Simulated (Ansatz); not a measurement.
`C[B](C)[ZnH]`. Total charge 0; spin multiplicity 1. All single points use the PBE0-D4/def2-TZVP geometry.

```xyz
11

C     0.635   -1.135   -0.733
B     0.126    0.103    0.081
C    -1.201    0.807   -0.361
Zn    1.110    0.697    1.840
H     1.718   -1.282   -0.731
H     0.231   -2.012   -0.200
H     0.262   -1.193   -1.761
H    -1.990    0.360    0.267
H    -1.490    0.631   -1.403
H    -1.250    1.878   -0.147
H     1.849    1.146    3.147
```

Task: What is the dipole moment at PBE/def2-TZVPP? (Estimate.)

Result: Ansatz gave: 1.51 D, with components (-0.82, -0.56, -1.13) D in this frame, pointing from negative to positive charge.

Task: And with r2SCAN, B3LYP, ωB97M-V? (Estimate.)

Result: Computed: r2SCAN 1.48 D, B3LYP 1.42 D, ωB97M-V 1.35 D.

Task: Give the Mulliken charges with PBE, B3LYP, ωB97M-V in def2-TZVPP. (An estimate is asked.)

Result: Ansatz gave: 
| atom | PBE | B3LYP | ωB97M-V |
| --- | --- | --- | --- |
| C1 | -0.34 | -0.33 | -0.37 |
| B2 | 0.23 | 0.21 | 0.14 |
| C3 | -0.34 | -0.33 | -0.37 |
| Zn4 | -0.05 | 0.02 | 0.05 |
| H5 | 0.10 | 0.10 | 0.11 |
| H6 | 0.10 | 0.09 | 0.11 |
| H7 | 0.09 | 0.09 | 0.10 |
| H8 | 0.10 | 0.09 | 0.11 |
| H9 | 0.09 | 0.09 | 0.10 |
| H10 | 0.10 | 0.10 | 0.11 |
| H11 | -0.09 | -0.13 | -0.10 |

B3LYP here is the variant with VWN-RPA as its local correlation; programs differ in this.
